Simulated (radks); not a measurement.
Charge is removed step by step from the 5d3/2 level of neutral lanthanum, starting from [Xe] 5d(3/2: 1, 5/2: 0) 6s2. All-electron calculation, Dirac Kohn-Sham, PBEsol, spin-unpolarised, spherical densities, finite nucleus; Fermi nuclear charge, rms radius 4.855 fm. Program: a radial shooting solver on a logarithmic mesh with Libxc functionals.

| removed (e) | E - E(0) (eV) | eigenvalue (eV) | E minus straight line (eV) |
|---|---|---|---|
| 0 | 0.000 | -3.185 | 0.000 |
| 0.1 | 0.349 | -3.803 | -0.302 |
| 0.2 | 0.761 | -4.439 | -0.541 |
| 0.3 | 1.238 | -5.092 | -0.716 |
| 0.4 | 1.780 | -5.763 | -0.825 |
| 0.5 | 2.391 | -6.449 | -0.865 |
| 0.6 | 3.070 | -7.150 | -0.837 |
| 0.7 | 3.821 | -7.865 | -0.737 |
| 0.8 | 4.644 | -8.594 | -0.565 |
| 0.9 | 5.540 | -9.337 | -0.320 |
| 1 | 6.512 | -10.092 | 0.000 |

Removing the whole electron costs 6.512 eV by Delta-SCF, against 3.185 eV from minus the eigenvalue at the starting occupation. Slater's transition state (half an electron removed) gives 6.449 eV. Integrating minus the eigenvalue over the occupation (Janak's theorem) gives 6.512 eV. The mean slope of the eigenvalue, de/dn, is 6.91 eV per electron.
